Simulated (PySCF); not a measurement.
Species: 1,1-dimethylpropyl formate, C6H12O2.
Bonds: C1–C2, C2–C3, C3–C4, C3–C5, C3–O6, O6–C7, C7–O8 (double). Hydrogens: H9, H10, H11 on C1; H12, H13 on C2; H14, H15, H16 on C4; H17, H18, H19 on C5; H20 on C7.

Lines to be assigned: C 1s: 290.57 (area 1), 290.62 (area 1), 290.70 (area 2), 292.35 (area 1), 294.58 (area 1) eV; O 1s: 537.78 (area 1), 539.14 (area 1) eV.

Method: delta-SCF UKS SCAN, pcX-2 on the ionised atom, pcseg-1 elsewhere, spin-free X2C in PySCF. Isolated species at its PBE0-D3(BJ)/def2-SVP geometry (one conformer only).

Task: Assign the O 1s lines to atoms.

Result: 537.78 eV: O8 (ester carbonyl oxygen); 539.14 eV: O6 (ester single-bonded oxygen). The listed O 1s values span 1.36 eV, from O8 (bonded to C (double bond)) to O6 (bonded to 2 C). Summing the Pauling electronegativity differences to the bonded atoms, each weighted by its formal bond order, gives -1.78 for the lowest site and -1.78 for the highest; the sum is the same at every site.

Bonded neighbours of each site: C1: C and 3 H; C2: 2 C and 2 H; C3: O and 3 C; C4/C5: C and 3 H; O6: 2 C; C7: O (double bond), O and H; O8: C (double bond).

Task: Which photon energy gives electrons from C 1s of C2 a kinetic energy of 100 eV, and what is their de Broglie wavelength?

Result: hν = 290.57 + 100 = 390.57 eV, recoil neglected; λ = 12.264 Å/√(E/eV) = 1.23 Å.

One atom of each set of topologically equivalent atoms was ionised and stands for the set; in this conformer not all members are related by symmetry, and their own values weren't computed.

Time: 4.6 min of wall time. Hardware: one thread, Arm Neoverse N1 (shared host).

Shape of the structure used: `[CH3:1][CH2:2][C:3]([CH3:4])([CH3:5])[O:6][CH:7]=[O:8]`: C1–C2–C3–C4 -61°, C2–C3–O6–C7 61°, C3–O6–C7–O8 0°.
